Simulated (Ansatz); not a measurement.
Z-matrix (Å, degrees):
```
C
N 1 1.470
C 1 1.516 2 112.5
H 1 1.093 2 108.2 3 -121.9
H 1 1.096 2 109.1 3 122.3
B 2 1.400 1 120.8 3 81.1
Si 2 1.732 1 118.0 3 -100.0
H 3 1.093 1 110.4 2 -179.7
H 3 1.091 1 111.1 2 60.0
H 3 1.092 1 110.3 2 -60.1
H 6 1.199 2 119.2 1 2.6
H 6 1.196 2 119.4 1 -178.0
Cl 7 2.061 2 111.3 1 65.7
H 7 1.474 2 109.4 1 -174.5
H 7 1.481 2 109.3 1 -50.3
```

Charge 0, multiplicity 1.

**Question.** List the r2SCAN/def2-TZVPP orbital energies in eV (the Gaussian-basis code of Ansatz). (Best estimate.)

**Answer.** Computed: Occupied: -2753.33, -1792.29, -385.72, -274.29, -273.00, -254.74, -193.27, -193.14, -193.13, -180.20, -142.62, -97.53, -97.46, -97.44, -23.75, -21.49, -19.51, -16.28, -14.47, -13.08, -11.96, -11.26, -10.75, -10.13, -9.91, -9.67, -9.46, -8.82, -8.33, -8.02, -7.76, -7.30. Lowest empty: -1.08, 0.11, 0.21, 1.11, 1.37, 1.72, 2.44, 2.51.
